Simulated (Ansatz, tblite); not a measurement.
Cost and result up the ladder for K₃Na₃ (the lowest singlet isomer of a short search) (6 atoms). The state is a singlet with charge 0. Geometry: r2SCAN/def2-SVP.

```tsv
atom	x (Å)	y (Å)	z (Å)
Na1	-2.707	-1.511	-1.414
Na2	0.140	0.289	-0.582
Na3	3.324	-0.566	0.534
K4	-2.982	2.318	0.523
K5	0.876	-3.525	-0.992
K6	1.349	2.996	1.930
```

Ansatz on 4 threads of Intel Xeon on a shared host; xTB runs through tblite on one thread. Times are rough, summed over both states, and most runs start from the orbitals of an earlier one. No level here is sound enough to serve as a yardstick. The other state is a doublet.

The xTB rows come from tblite. The structure comes from a short search, and lower isomers may exist.

Run but left out: HF/def2-SVP (singlet: restricted singlet, unstable towards broken spin symmetry); MP2/def2-SVP, CCSD/def2-SVP, CCSD(T)/def2-SVP (charge +1 doublet: ⟨S²⟩ 1.64, where a pure state has 0.75).

Raw xTB energies of ions are shifted by several eV.

```tsv
level	functions	wall time	vertical IE (eV)	remarks
GFN1-xTB	24	0.015 s	10.67	–
GFN2-xTB	24	0.024 s	6.21	–
PBE/def2-TZVP	195	19 s	3.78	restricted SCF unstable in HF (singlet)
PBE0/def2-TZVP	195	34 s	3.66	restricted SCF unstable in HF (singlet), spin-contaminated (⟨S²⟩ 0.83) (+1 doublet)
r2SCAN/def2-TZVP (with forces)	195	79 s	3.49	restricted SCF unstable in HF (singlet), spin-contaminated (⟨S²⟩ 1.01) (+1 doublet)
```
